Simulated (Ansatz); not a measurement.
C$_{2}$H$_{5}$BF$_{2}$O (`B[C@@H](F)[C@H](O)F`) at its PBE0-D4/def2-TZVP geometry, where that method's forces vanish. Charge 0, multiplicity 1.

```xyz
11

B     1.6250   -0.1134    0.0558
C     0.2418   -0.4694   -0.5764
F     0.0590   -1.8267   -0.8064
C    -0.9500    0.0267    0.2206
O    -0.9914    1.3941    0.1490
F    -0.8063   -0.3750    1.5426
H     2.4680   -0.9494    0.1603
H     1.8295    1.0170    0.3717
H     0.1961    0.0427   -1.5523
H    -1.8719   -0.4529   -0.1304
H    -1.7998    1.7063    0.5656
```

(1) What forces (eV/Å) does r2SCAN-D4/def2-TZVPP give on these atoms in Ansatz 0.2.0? (An estimate is asked.)

Answers

(1) Computed: 
```
B1   0.016  0.015  0.006
C2   0.227  0.345  0.039
F3  -0.079 -0.381 -0.047
C4  -0.174 -0.129 -0.329
O5   0.061  0.304 -0.045
F6   0.070 -0.139  0.383
H7  -0.034  0.023 -0.002
H8  -0.014 -0.033 -0.008
H9  -0.008  0.013 -0.024
H10 -0.025 -0.019  0.001
H11 -0.041  0.001  0.025
```
